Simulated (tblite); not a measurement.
C5H13ClSi.
Structure used (GFN2-xTB), in Å, numbered top down from 1:
```xyz
20
C5H13ClSi angstrom
C     -2.3482    0.9662    1.2012
Si    -1.2697    0.2388   -0.1851
C     -1.6236   -1.6213   -0.3695
C      0.5662    0.5096    0.2647
C      1.5291   -0.0043   -0.7992
C      2.9866    0.2195   -0.4275
Cl     3.4344   -0.7413    1.0094
H     -2.1596    0.4724    2.1503
H     -2.1581    2.0260    1.3403
H     -3.4033    0.8494    0.9751
H     -1.5556    0.9238   -1.4613
H     -1.0617   -2.0550   -1.1914
H     -2.6763   -1.8036   -0.5639
H     -1.3586   -2.1662    0.5327
H      0.7551    1.5728    0.4240
H      0.7943    0.0117    1.2086
H      1.3461    0.5138   -1.7437
H      1.3639   -1.0698   -0.9653
H      3.1761    1.2634   -0.1754
H      3.6578   -0.0953   -1.2271
```

Level: GFN2-xTB in tblite, geometry and Hessian alike; calculated harmonic values, unscaled, isolated species. This tight-binding method is rough: wavenumbers can miss measured ones by several per cent, in bad cases by 10 to 20. Modes of hydrogen on silicon can be 10 to 20 % off. One conformer, not necessarily the lowest.

Harmonic wavenumbers (cm⁻¹): 29.7, 51.3, 92.3, 115.4, 122.6, 135.6, 171.8, 212.2, 248.7, 251.1, 409.0, 618.4, 625.5, 664.2, 675.3, 730.7, 747.4, 760.1, 799.4, 834.3, 836.1, 856.4, 883.8, 942.0, 1023.9, 1081.9, 1122.0, 1168.9, 1253.5, 1256.4, 1278.7, 1347.2, 1373.9, 1376.2, 1438.6, 1475.0, 1480.6, 1484.6, 1487.9, 1489.6, 1494.3, 2148.1, 2963.0, 2974.0, 2974.3, 2978.0, 2987.3, 2996.1, 3031.6, 3036.9, 3040.8, 3043.0, 3046.6, 3049.1.

A = 3186, B = 655.6, C = 641.2 MHz; mass 136.048 u (most abundant isotopes); point group C1, symmetry number 1.

What is the zero-point energy?

½Σν̃ = 36358 cm⁻¹ = 103.95 kcal/mol.

Entropy at 350 K, 1 bar (ideal gas, RRHO, classical rotation)?

Translation 41.46, rotation 30.34, vibration 41.53: S = 113.3 cal/(mol K).

And Cp and H(350 K) − H(0)?

Cp = 45.40 cal/(mol K), of which vibrations give 37.46 (their classical limit is 54 R = 107.3); H(350 K) − H(0) = 9.84 kcal/mol without the zero-point energy, 7.06 from vibrations.

How do the functions run with temperature in this model?

| T (K) | S (cal/(mol K)) | Cp (cal/(mol K)) | H − H(0) (kcal/mol) | G − H(0) (kcal/mol) | ln q(vib) |
| --- | --- | --- | --- | --- | --- |
| 150 | 84.3 | 26.3 | 2.73 | -9.92 | 4.54 |
| 250 | 99.8 | 35.4 | 5.80 | -19.16 | 7.77 |
| 298.15 | 106.5 | 40.2 | 7.62 | -24.12 | 9.23 |
| 400 | 119.7 | 50.1 | 12.23 | -35.65 | 12.18 |
| 600 | 143.2 | 65.7 | 23.91 | -61.99 | 17.70 |
| 900 | 173.0 | 81.2 | 46.13 | -109.56 | 25.35 |

q(vib) and H(0) count from the zero-point level.

What must be added to the electronic energy to get the Gibbs energy at 350 K and 1 bar?

ZPE + [H(350 K) − H(0)] − T·S = 103.95 + 9.84 − 39.67 = 74.12 kcal/mol.

Which modes carry the vibrational entropy at 350 K?

29.7 cm⁻¹: 6.17; 51.3 cm⁻¹: 5.08; 92.3 cm⁻¹: 3.92; 115.4 cm⁻¹: 3.49; 122.6 cm⁻¹: 3.37; 135.6 cm⁻¹: 3.17 cal/(mol K); the other 48 give 16.33 together.

Hindered rotation and anharmonicity are outside this model. Other conformers, if any are populated, would add a mixing term that is left out. The structure is chiral; the term R ln 2 for an equal mix with its mirror image is left out.
